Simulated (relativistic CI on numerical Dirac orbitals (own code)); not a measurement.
Electric-dipole transitions in Te IV

Computed by Dirac-Coulomb-Breit CI, orbitals from a KLI potential per configuration, a model potential for QED, valence Slater integrals scaled by 0.85, configuration energies shifted to the measured levels that pair with them (semi-empirical) (own radial code, finite nucleus).

CI space (outside the closed core [Kr] 4d10): 5s2 5p, 5s 5p2, 5s2 5d, 5s2 6s, 5s2 6p, 5s2 6d, 5s2 7s, 5p3, 5s 5p 5d, 5s2 5f, 5s2 5g, 5s2 4f, 5s 5p 5f, 5p 5d2, 5s 5p 5g, 5s2 7p, 5s 5p 6s, 5p2 5d, 5s2 7d, 5p 4f2, 5s2 6f, 5s 5d2, 5s 5p 6p, 5s2 7f, 5s 5p 4f, 5p2 4f, 5s 5p 6d, 5s 4f 5d, 5s 5p 7s, 5p 5f2. Levels of other configurations are missing.

| λ vac (nm) | Lower | Upper | A (s⁻¹) | gf | Branching (%) |
| --- | --- | --- | --- | --- | --- |
| 48.699 | 5s2 5p 2P°_1/2 [1] | 5s2 7s 2S_1/2 [39] | 8.50e+08 | 6.04e-02 | 23.7 |
| 49.270 | 5s2 5p 2P°_1/2 [1] | 5s2 6d 2D_3/2 [36] | 1.42e+09 | 2.07e-01 | 54.9 |
| 50.896 | 5s2 5p 2P°_3/2 [2] | 5s2 7s 2S_1/2 [39] | 1.82e+09 | 1.41e-01 | 50.7 |
| 51.423 | 5s2 5p 2P°_3/2 [2] | 5s2 6d 2D_5/2 [37] | 1.45e+09 | 3.44e-01 | 62.2 |
| 51.519 | 5s2 5p 2P°_3/2 [2] | 5s2 6d 2D_3/2 [36] | 2.31e+08 | 3.68e-02 | 8.9 |
| 74.931 | 5s2 5p 2P°_1/2 [1] | 5s2 6s 2S_1/2 [13] | 1.56e+09 | 2.62e-01 | 28.2 |
| 78.465 | 5s2 5p 2P°_1/2 [1] | 5s2 5d 2D_3/2 [11] | 6.92e+09 | 2.56e+00 | 68.2 |
| 80.261 | 5s2 5p 2P°_3/2 [2] | 5s2 6s 2S_1/2 [13] | 3.96e+09 | 7.65e-01 | 71.8 |
| 83.786 | 5s2 5p 2P°_3/2 [2] | 5s2 5d 2D_5/2 [12] | 9.10e+09 | 5.74e+00 | 100.0 |
| 84.329 | 5s2 5p 2P°_3/2 [2] | 5s2 5d 2D_3/2 [11] | 3.23e+09 | 1.38e+00 | 31.8 |
| 241.04 | 5s2 6p 2P°_1/2 [14] | 5s2 6d 2D_3/2 [36] | 6.88e+08 | 2.40e+00 | 26.6 |
| 241.64 | 5s2 6p 2P°_3/2 [15] | 5s2 7s 2S_1/2 [39] | 6.03e+08 | 1.06e+00 | 16.8 |
| 254.00 | 5s2 6p 2P°_3/2 [15] | 5s2 6d 2D_5/2 [37] | 7.53e+08 | 4.37e+00 | 32.4 |
| 279.76 | 5s2 5d 2D_5/2 [12] | 5s2 6p 2P°_3/2 [15] | 2.42e+08 | 1.14e+00 | 29.7 |
| 327.84 | 5s2 6s 2S_1/2 [13] | 5s2 6p 2P°_3/2 [15] | 2.57e+08 | 1.65e+00 | 31.4 |

Terms are leading LS components. Brackets give the number of a level in order of energy, since labels repeat. The list gives strong lines, with weight on those to low levels, without configurations that were not tied to measured data, without lines whose two gauges differ by over a factor of 2.5, among the lowest 163 of 483 levels, so that lines to higher ones, which can be the strongest, are missing, and without lines across small gaps between configurations. Levels whose partners in the same complex of configurations lie outside the list can be far off, and so can their lines. Rates are taken at the computed energies, electric ones in the length gauge.

Configurations whose levels could be paired with our table of measured levels were shifted onto them, all but the ground configuration, by the median error of their levels; single terms can still be off by 1,000 to 2,000 cm⁻¹ or more, and rates follow the energies as ν³ (E1, M1) or ν⁵ (E2). The others borrow a shift and can be off by several thousand cm⁻¹ or more. The fine structure of a lone outer electron comes out too small, for d and f at times inverted, and misplaced configurations move strength between like terms. 9 of the 9 excited levels that our extract of the measured tables holds in this range could be paired (the sources list more); they are missed by 45 cm⁻¹ on average and 360 at most, after the shifts were fitted to these levels, and levels without a partner can miss by more.

LS names give the leading component of a level, which can be under half, so a name can repeat, a term be missing and a line seem to break the LS rules.
